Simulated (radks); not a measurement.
Fractional charge and spin in the 1s shell of lithium: the spin-up occupation runs from 0 to 1 and the spin-down occupation from 0 to 1; the fullest corner is Li+, 1s(up 1, down 1). Calculated with a radial shooting solver on a logarithmic mesh with Libxc functionals: non-relativistic Kohn-Sham, r2SCAN, spin-polarised, spherical densities, point nucleus; meta-GGA in the generalised Kohn-Sham scheme. Energy (eV) minus the two flat planes that join the four corners (they meet along the diagonal where the two added fractions sum to one electron); zero is where a piecewise linear energy would lie.

down \ up       0     0.5       1
0           0.000  -3.761   0.000
0.5        -3.761   4.762  -3.140
1           0.000  -3.140   0.000

Corners above the fullest one (they belong to Li2+ and the next ion): (up 1, down 0) 75.687 eV, (up 0, down 1) 75.687 eV, (up 0, down 0) 198.14 eV. With half an added electron in each spin the energy lies 4.762 eV from the planes (fractional-spin error, the static-correlation error of a stretched bond), and with half an added electron in spin up alone -3.761 eV (fractional-charge error). For a frontier s shell over closed shells the exact functional lies on the planes.
